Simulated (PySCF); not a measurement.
C8H12.
Atom-mapped SMILES: `[CH:1]1=[CH:2]\[CH2:3][CH2:4]/[CH:5]=[CH:6]\[CH2:7][CH2:8]/1` (hydrogens: H9 on C1; H10 on C2; H11, H12 on C3; H13, H14 on C4; H15 on C5; H16 on C6; H17, H18 on C7; H19, H20 on C8)

Computed geometry: GFN2-xTB, gas phase.

(1) Give the optimised bond lengths and angles.

## Answers

(1) 
```csv
bond,length (Å)
"C1=C2, C5=C6",1.324
"C3–C4, C7–C8",1.548
C1–C8 and 3 like bonds,1.500
C1–H9 and 3 like bonds,1.082
C3–H11 and 7 like bonds,1.092
```

Bonds in one row agree within 0.01 Å and their mean is given. A selection of angles:
```csv
angle,degrees
C2–C1–C8,125.4
C2–C1–H9,118.9
C8–C1–H9,115.7
C2–C3–C4,111.9
C2–C3–H11,109.0
C4–C3–H11,109.4
H11–C3–H12,107.8
```

Torsions: C8–C1–C2–C3 0° (synperiplanar); C1–C2–C3–C4 -73° (synclinal); C2–C3–C4–C5 103° (anticlinal); C3–C4–C5–C6 -73° (synclinal); C4–C5–C6–C7 0° (synperiplanar); C5–C6–C7–C8 74° (synclinal); C6–C7–C8–C1 -102° (anticlinal); C2–C1–C8–C7 73° (synclinal).

The 8-membered ring C1–C2–C3–C4–C5–C6–C7–C8 has internal angles of 111.8° to 125.5°; it is puckered, 0.32 Å rms from its mean plane, widest ring torsion 103°. Of the pairs four or more bonds apart, H12···H19 is among the closest relative to their van der Waals radii: 2.37 Å, 99 % of the sum of Bondi's values. The C–C distances run from 1.324 Å (C5=C6, drawn double) to 1.548 Å (C7–C8, drawn single), a spread of 0.224 Å.

Point group: C2h (every atom within 0.08 Å of its image). GFN2-xTB frequencies: not computed here. One conformer, not necessarily the lowest.
